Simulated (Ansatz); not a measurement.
Reaction (ligand exchange at the Si–C bond): `OC[SiH2]O[SiH3]` + CH₃SH → `CS[SiH2]O[SiH3]` + CH₃OH

Isolated molecules relaxed with PBE0-D4/def2-TZVP in Ansatz; ΔE leaves out vibrations. CCSD(T)/CBS is the MP2 limit (def2-TZVPP, def2-QZVPP) plus CCSD(T) − MP2 in def2-TZVPP, frozen cores. This one scheme is used for every species. Functionals use def2-TZVPP. One conformer a species, not always the lowest.

`OC[SiH2]O[SiH3]`:

Z-matrix (Å, degrees):
```
C
Si 1 1.881
O 1 1.422 2 106.3
H 1 1.100 2 110.4 3 121.7
H 1 1.099 2 109.3 3 -120.6
O 2 1.634 1 109.0 3 54.4
H 2 1.486 1 109.5 3 173.4
H 2 1.486 1 109.9 3 -66.0
H 3 0.960 1 109.3 2 -173.4
Si 6 1.639 2 141.2 1 -36.6
H 10 1.486 6 110.6 2 69.3
H 10 1.484 6 111.1 2 -52.8
H 10 1.485 6 107.2 2 -172.1
```

CH₃SH:

Cartesian coordinates in Å:
```
C -0.477 0.016 -0.118
S 1.277 -0.295 -0.420
H -0.862 -0.615 0.683
H -0.994 -0.241 -1.042
H -0.664 1.066 0.105
H 1.721 0.069 0.792
```

`CS[SiH2]O[SiH3]`:

Z-matrix (Å, degrees):
```
C
S 1 1.818
H 1 1.089 2 111.1
H 1 1.089 2 106.8 3 118.7
H 1 1.090 2 110.9 3 -122.7
Si 2 2.118 1 99.8 3 67.8
O 6 1.636 2 112.7 1 -67.5
H 6 1.483 2 110.2 1 51.1
H 6 1.482 2 105.2 1 172.0
Si 7 1.641 6 139.1 2 -31.9
H 10 1.483 7 107.6 6 -173.4
H 10 1.487 7 110.1 6 67.4
H 10 1.485 7 110.8 6 -53.5
```

CH₃OH:

```xyz
6

C     0.079   -0.149   -0.313
O     0.231    0.722    0.784
H     0.903    0.053   -0.999
H    -0.861    0.017   -0.853
H     0.133   -1.205   -0.020
H    -0.485    0.562    1.401
```

```json
{"level": "B2PLYP", "ΔE (kJ/mol)": "-76.7"}
{"level": "PBE0", "ΔE (kJ/mol)": "-78.9"}
{"level": "MP2/CBS(def2)", "ΔE (kJ/mol)": "-85.4"}
{"level": "CCSD/CBS(def2)", "ΔE (kJ/mol)": "-77.6"}
```

**Question.** What does CCSD(T)/CBS give? (Estimate.)

**Answer.** The calculation gave: -79.6 kJ/mol. The listed levels differ from it by 2.9, 0.7, -5.8, 2.0 kJ/mol.

Largest T1 diagnostic among the species: 0.011.

The D4 term adds −4.2 kJ/mol with B3LYP and −2.4 kJ/mol with PBE0; it sums over pairs of atoms, weighted by their polarisabilities, and B3LYP, whose exchange is more repulsive, gets the larger term.

B3LYP here is the variant with VWN-RPA as its local correlation; programs differ in this.
